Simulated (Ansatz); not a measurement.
A geometry relaxed with PBE-D3(BJ)/def2-SVP (Ansatz, a program for electronic structure), charge 0, multiplicity 1:

```xyz
18

Si    -2.1506    -1.9091    -0.2988
C      0.5776     1.9304     0.4249
S      1.3137    -1.8509    -0.5510
H     -1.7835    -3.0091     0.6606
F     -1.4026     3.1392     0.8711
C     -1.0592    -0.3947    -0.0145
H      3.7448    -1.4236    -0.6340
C      2.5771     0.3897    -0.1034
H     -2.7133     0.9642     0.4430
H      1.1728     2.8378     0.5998
C      0.3497    -0.4435    -0.1347
C      1.1826     0.6994     0.0791
C     -1.6253     0.8451     0.3304
C      2.7870    -0.9250    -0.4391
C     -0.8083     1.9752     0.5424
H     -1.9646    -2.4361    -1.6963
H      3.3869     1.1227     0.0126
H     -3.5847    -1.5118    -0.0920
```

Write the SMILES of this molecule.

`Fc1cc([SiH3])c2sccc2c1`
